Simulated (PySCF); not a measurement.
# Xe⁴³⁺: ionisation energy

Xe⁴³⁺ [Ne] 3s1 (2S) → Xe⁴⁴⁺ [Ne] (1S), as a difference of total energies. Calculation: PySCF 2.14, in an even-tempered Gaussian basis (16 s from 8.4 bohr⁻², ratio 2.5; 10 p from 11 bohr⁻², ratio 2.5; 4 d from 40 bohr⁻², ratio 2.7; 4 f from 60 bohr⁻², ratio 2.7); the non-relativistic Hamiltonian (point nucleus). Correlated levels: outer shells: 1s2 frozen; virtual orbitals above 40 to 60 times the deepest correlated orbital energy dropped. The calculations carry no spin-orbit coupling.

```json
{"method": "UHF", "ionisation energy (eV)": "3208.3"}
{"method": "LDA", "ionisation energy (eV)": "3211.1"}
{"method": "PBE", "ionisation energy (eV)": "3214.0"}
{"method": "PBE0", "ionisation energy (eV)": "3212.7"}
{"method": "r2SCAN", "ionisation energy (eV)": "3207.4"}
{"method": "PW91", "ionisation energy (eV)": "3214.4"}
{"method": "revPBE", "ionisation energy (eV)": "3213.2"}
{"method": "MP2 (outer shells)", "ionisation energy (eV)": "3209.0"}
{"method": "SCS-MP2 (outer shells)", "ionisation energy (eV)": "3208.9"}
```

The gap to the reference is mostly relativistic.

For comparison: 3333.8 ± 0.5 eV (semi-empirical (NIST evaluation); NIST Atomic Spectra Database, ionization energies).
